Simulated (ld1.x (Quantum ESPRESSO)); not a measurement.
Rh (Z = 45): PAW pseudisation with PBE, scalar-relativistic reference atom.

ld1.x (Quantum ESPRESSO) 7.5 input, shortened:

```
&input
   title='Rh', zed=45., rel=1, dft='PBE', iswitch=3,
   config='[Kr] 4d7.5 5s0 5p0'
 /
 &inputp
   pseudotype=3, lpaw=.true., tm=.true., lloc=-1, rcloc=2.05,
   nlcc=.true., new_core_ps=.true., rcore=0.95,
   which_augfun='PSQ', rmatch_augfun_nc=.true.
 /
6
5S  1  0   0.00   0.00  1.70  1.90  0.0
5S  1  0   0.00   0.85  1.70  1.90  0.0
5P  2  1   0.00   0.00  2.60  3.00  0.0
5P  2  1   0.00   0.95  2.60  3.00  0.0
4D  3  2   7.50   0.00  0.90  1.25  0.0
4D  3  2   0.00  -0.60  0.90  1.25  0.0
 &test
   configts(1)='4d7.5 5s0 5p0'
 /
```

Poles of the logarithmic derivatives, all-electron (AE) and pseudo (PS). s: poles at -0.3 (AE) and -0.3 (PS) Ry. p: poles at 0.6 (AE) and 0.6, 3.5 (PS) Ry. d: poles at -1.3, 2.3 (AE) and -1.3, 2.3 (PS) Ry. Test radius 3.24 bohr.

* Configuration tests: 2 of 7 tests not solved or not reliable; not counted: 4d8 5s1 5p0 (solver errors, printed error -3.2 eV); 4d8.5 5s0.5 5p0 (solver errors, printed error -784 meV)
* Lowest eigenvalue of the overlap operator: -0.11 (s channel); it is negative, so in a basis up to 400 Ry S is not positive definite and the file is unfit for use
* Density cutoff estimated by the generator: 464 Ry

The ghost test of this file was not conclusive. Its overlap operator is not positive definite in a basis up to 400 Ry (lowest eigenvalue s -0.11), so the file is unfit for use: the generalised eigenproblem breaks down once the basis is large enough, and its test numbers describe a broken file.
